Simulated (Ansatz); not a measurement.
The cluster Cu2Te. Charge 0, multiplicity 1. Geometry B3LYP-D4/def2-TZVP.

```tsv
atom	x (Å)	y (Å)	z (Å)
Cu1	-0.6783	1.1334	0.6775
Cu2	1.4360	-0.3534	0.1298
Te3	-0.7577	-0.7800	-0.8073
```

In the def2 sets Te takes a core potential, while STO-3G treats all electrons; there is no spin–orbit coupling. The structure comes from a short search, and lower isomers may exist.

**Question.** Estimate the orbital energies around the gap (eV) in Ansatz with HF/STO-3G, PBE-D4/def2-SVP, r2SCANh-D4/def2-TZVP, PBE0-D4/def2-SVP, PBE0-D4/def2-TZVP.

**Answer.** 
```
orbital  HF/STO-3G  PBE-D4/def2-SVP  r2SCANh-D4/def2-TZVP  PBE0-D4/def2-SVP  PBE0-D4/def2-TZVP
HOMO−13     -20.42           -14.24                -15.50            -15.66             -16.02
HOMO−12     -15.35            -7.15                 -8.28             -8.45              -9.08
HOMO−11     -15.31            -6.58                 -7.81             -8.05              -8.67
HOMO−10     -13.14            -6.04                 -7.63             -7.99              -8.66
 HOMO−9     -13.09            -6.02                 -7.57             -7.92              -8.59
 HOMO−8     -12.26            -5.55                 -7.18             -7.56              -8.29
 HOMO−7     -12.00            -5.48                 -7.17             -7.56              -8.25
 HOMO−6     -11.81            -5.44                 -7.14             -7.53              -8.24
 HOMO−5     -11.62            -5.40                 -7.03             -7.41              -8.08
 HOMO−4     -10.46            -5.29                 -6.88             -7.30              -7.98
 HOMO−3     -10.43            -5.17                 -6.87             -7.28              -7.97
 HOMO−2      -8.63            -5.15                 -6.59             -6.68              -7.13
 HOMO−1      -7.04            -4.69                 -5.72             -5.75              -6.17
   HOMO      -5.70            -4.16                 -5.06             -5.08              -5.45
   LUMO       0.73            -3.01                 -2.88             -2.22              -2.56
 LUMO+1       2.12            -2.50                 -2.28             -1.62              -1.96
 LUMO+2       3.08             0.06                 -0.07              0.97               0.29
 LUMO+3       6.55             1.12                  0.90              2.17               1.23
 LUMO+4       8.89             1.52                  1.60              2.19               1.86
 LUMO+5       9.34             1.65                  2.53              2.44               2.53
```
